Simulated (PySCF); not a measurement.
# Correlation energy of Sb²⁺ (antimony, charge +2)

[Kr] 4d10 5s2 5p1, 2P determinant. Calculation: PySCF 2.14, in def2-TZVP with the def2 core potential (28 electrons) (6s5p3d2f, 50 functions); scalar relativity through the core potential. Frozen: 4s2 4p6 4d10; 3 electrons correlated.

MP2 pair energies summed by pair of shells (mhartree):

| pair | energy | share (%) |
| --- | --- | --- |
| 5s-5s | -19.23 | 56.2 |
| 5s-5p | -14.96 | 43.8 |

Total MP2 correlation energy: -34.19 mhartree.

Same-spin part -2.24 and opposite-spin part -31.94 mhartree; SCS-MP2 scales them by 1/3 and 6/5 to -39.08 mhartree.

```csv
level,correlation energy (mhartree)
CCSD,-46.10
(T),-0.60
CCSD(T),-46.70
```

Diagnostics: T1 = 0.0085, D1 = 0.0199, largest double amplitude 0.095.

Task: Is a single reference adequate?

Result: Mostly. T1 lies below 0.03, but a double amplitude of this size points to a near-degeneracy that CCSD handles and MP2 describes poorly.
